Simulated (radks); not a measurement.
Valence configurations of Ga I (all share [Ar]). Method: Dirac Kohn-Sham, BLYP, spin-unpolarised, spherical densities, point nucleus; open shells fill j = l - 1/2 first; computed with a radial shooting solver on a logarithmic mesh with Libxc functionals. Energies are relative to 3d10 4s2 4p1; eigenvalues in eV.

\begin{tabular}{lrrrrrr}
valence & E (eV) & e(3d3/2) & e(3d5/2) & e(4p1/2) & e(4p3/2) & e(4s1/2) \\ \hline
3d10 4s2 4p1 & 0.000 & -19.242 & -18.780 & -2.557 & - & -8.855 \\
3d9.5 4s2 4p1.5 & 9.025 & -23.582 & -23.103 & -3.198 & - & -10.047 \\
3d9 4s2 4p2 & 19.933 & -28.075 & -27.578 & -3.822 & - & -11.182 \\
3d10 4p3 & 13.425 & -22.751 & -22.286 & -3.946 & -3.792 & - \\
3d9 4s1 4p3 & 27.615 & -29.756 & -29.259 & -4.491 & -4.302 & -12.126 \\
3d8.5 4s2 4p2.5 & 32.908 & -32.774 & -32.260 & -4.460 & -4.260 & -12.311 \\
3d10 4s1 4p2 & 6.478 & -21.046 & -20.582 & -3.278 & - & -9.923 \\
3d10 4s1.5 4p1.5 & 3.196 & -20.174 & -19.711 & -2.933 & - & -9.413 \\
3d9.5 4s1.5 4p2 & 12.488 & -24.443 & -23.963 & -3.541 & - & -10.544 \\
3d8 4s2 4p3 & 47.958 & -37.622 & -37.090 & -5.093 & -4.864 & -13.408 \\
\end{tabular}

NIST lists [Ar] 3d10 4s2 4p1 as the ground configuration; this level of theory agrees among the configurations tried. The energies are those of spherical spin-averaged densities, not of single terms.
